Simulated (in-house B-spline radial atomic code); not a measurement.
## KLI/ALDAx excitations of Fe8+

Method: KLI/ALDAx. Computed with an all-electron radial atomic-structure program (B-spline basis): linear response of the closed shell [Ne] 3s2 3p6 with the adiabatic LDA exchange kernel on the exchange-only KLI potential; scalar-relativistic (spin-free one-electron X2C), finite nucleus, no spin-orbit coupling, no double excitations, S, P, D and F terms only. Only terms of natural parity with L up to 3 were computed.

Command:
```bash
python run_td.py task.json out
```
Settings (radii: box in bohr, nucleus in fm):
```
Z                        26
electrons                18
configuration            [Ne] 3s2 3p6
hamiltonian              x2c
method                   kli
box_radius               11.59
rms_radius               3.7377
intervals                102
```

Cost of the run: 1.1 s on 1 thread of Arm Neoverse N1, on a shared host.

The lowest states, in the order of their Tamm-Dancoff energies; the method's threshold (minus the highest occupied level) is 234.09 eV. Labels give the largest channel, * marks a mixed state, and oscillator strengths are full-response dipole values. Semilocal kernels can invert the small singlet-triplet splittings of Rydberg terms. Energies in eV:

| state | full response | Tamm-Dancoff | oscillator strength |
| --- | --- | --- | --- |
| 3p → 3d 3P | 51.17 | 51.34 | - |
| 3p → 3d 3F | 52.61 | 52.72 | - |
| 3p → 3d 1F | ? | ? | - |
| 3p → 3d 1P | 72.71 | 75.85 | 2.94 |
| 3s → 3d 3D | 88.92 | 88.98 | - |
| 3s → 3d 1D | 94.49 | 94.65 | - |
| 3p → 4s 3P | ? | ? | - |
| 3p → 4s 1P | 117.27 | 117.32 | 0.304 |
| 3p → 4p 3S | 126.66 | 126.70 | - |
| 3p → 4p 3D | 127.97 | 127.98 | - |

Problem. Where does 3p → 3d 1F lie?

Solution. At 57.09 eV in full response, 57.14 eV in Tamm-Dancoff.

Problem. Where does 3p → 4s 3P lie?

Solution. At 116.00 eV in full response, 116.01 eV in Tamm-Dancoff.

Problem. How large is the singlet-triplet splitting of 3p → 3d (F terms) in Tamm-Dancoff?

Solution. 4.42 eV, from the unrounded values.

Problem. What polarisabilities and dispersion coefficient does the method give?

Solution. Dipole 0.4918 bohr³, quadrupole 0.3059 bohr⁵, C6 0.5665 hartree·bohr⁶ for two such species.
